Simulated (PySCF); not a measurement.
A structure optimised at PBE0-D3(BJ)/def2-SVP, used in a PySCF frequency run:

```xyz
10

C     -2.1740     0.5524    -0.0715
O     -0.9127     0.8179     0.5211
C      0.0712    -0.0033     0.1739
F     -0.1537    -1.2895     0.4262
C      1.2220     0.4196    -0.3508
F      2.2320    -0.4126    -0.5866
H     -2.8673     1.3109     0.3107
H     -2.1117     0.6308    -1.1701
H     -2.5402    -0.4484     0.2033
H      1.4011     1.4704    -0.5787
```

Task: Write its SMILES and formula.

Result: CO/C(F)=C/F, C3H4F2O

Task: What are its rotational constants (standard atomic weights)?

Result: 8.5079, 2.2256, 1.8832 GHz
